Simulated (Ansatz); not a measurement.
Basis-set series for CH8AlBNP (`C[B]([AlH2])NP`). Total charge 0; spin multiplicity 1. Geometry: relaxed with PBE0-D4/def2-TZVP. It is one conformer, not always the lowest.

```xyz
13

C     0.4753   -1.3719    0.2585
B     0.1455    0.1621    0.2541
Al    0.9591    1.5673    1.6724
N    -0.7110    0.7300   -0.7156
P    -1.5713    0.0259   -2.0499
H    -0.1094   -1.9807   -0.4364
H     1.5356   -1.5103    0.0100
H     0.3660   -1.7935    1.2631
H     1.9458    1.1935    2.8701
H     0.5556    3.1123    1.5341
H    -0.8741    1.7253   -0.6735
H    -0.5396   -0.7830   -2.5968
H    -2.1775   -1.0769   -1.3900
```

```json
{"functional": "PBE0-D4", "basis": "def2-TZVPP", "functions": "289", "energy (Eh)": "-705.98490", "HOMO (eV)": "-6.78", "LUMO (eV)": "-1.99"}
{"functional": "PBE0-D4", "basis": "def2-QZVPP", "functions": "551", "energy (Eh)": "-706.01045", "HOMO (eV)": "-6.79", "LUMO (eV)": "-2.00"}
{"functional": "ωB97M-V", "basis": "def2-TZVPP", "functions": "289", "energy (Eh)": "-706.26760", "HOMO (eV)": "-8.85", "LUMO (eV)": "-0.27"}
{"functional": "ωB97M-V", "basis": "def2-QZVPP", "functions": "551", "energy (Eh)": "-706.29206", "HOMO (eV)": "-8.86", "LUMO (eV)": "-0.38"}
```

**Question.** Give the rows for def2-SVP. (Estimate.)

**Answer.** Ansatz gave: 
| functional | basis | functions | energy (Eh) | HOMO (eV) | LUMO (eV) |
| --- | --- | --- | --- | --- | --- |
| PBE0-D4 | def2-SVP | 118 | -705.64558 | -6.72 | -1.90 |
| ωB97M-V | def2-SVP | 118 | -705.92090 | -8.75 | -0.12 |
